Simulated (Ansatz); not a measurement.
```xyz
10

C    -0.6257   -0.0203   -1.2013
C     0.5432   -0.2457   -0.2823
Si    0.3670    0.1367    1.6154
Zn    2.3154    0.4805    0.3833
H    -1.4854   -0.6465   -0.9202
H    -0.9614    1.0185   -1.1815
H    -0.3796   -0.2703   -2.2386
H     0.9324   -1.2722   -0.3788
H    -0.5516   -0.7119    2.4474
H    -0.1544    1.5313    1.7567
```

Total charge 0; spin multiplicity 1.

(1) List the r2SCAN/def2-TZVPP orbital energies in eV (Ansatz 0.2.0). (An estimate is asked.)

Answers

(1) The calculation gave: Occupied: -9434.99, -1790.80, -1144.30, -1006.92, -1006.89, -1006.84, -273.09, -272.87, -141.21, -130.25, -96.11, -96.05, -96.04, -86.07, -86.05, -85.86, -19.49, -15.89, -12.94, -12.01, -12.00, -11.82, -11.76, -11.67, -10.62, -10.30, -9.66, -8.68, -7.77, -6.30, -4.73. Lowest empty: -3.43, -1.09, 0.27, 0.49, 1.42, 1.70, 1.84, 2.50.
